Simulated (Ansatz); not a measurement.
Cartesian coordinates (Å):
```xyz
8

C      1.9298    -0.8779     0.0818
C      0.7831    -0.5512    -0.0769
C     -0.5763    -0.1981    -0.2843
C     -1.1436     0.9179     0.1762
H      2.9438    -1.1584     0.2267
H     -1.1678    -0.9036    -0.8599
H     -2.1863     1.1298    -0.0163
H     -0.5827     1.6414     0.7527
```
Charge 0, spin multiplicity 1.

These are frozen-core CCSD(T)/cc-pVTZ // B3LYP-D3(BJ)/def2-TZVP run with Ansatz (a first-principles code) values and carry that method's errors. The restricted HF reference is unstable towards unrestricted orbitals.

```yaml
HF energy: -153.76425 Ha
MP2 correlation energy: -0.62283 Ha
```

Problem. Estimate the CCSD correlation energy, the (T) correction, the total energy and the T1 diagnostic.

Solution. 
CCSD correlation energy: -0.64637 Ha
(T) correction: -0.03327 Ha
CCSD(T) total energy: -154.44389 Ha
T1 diagnostic: 0.012
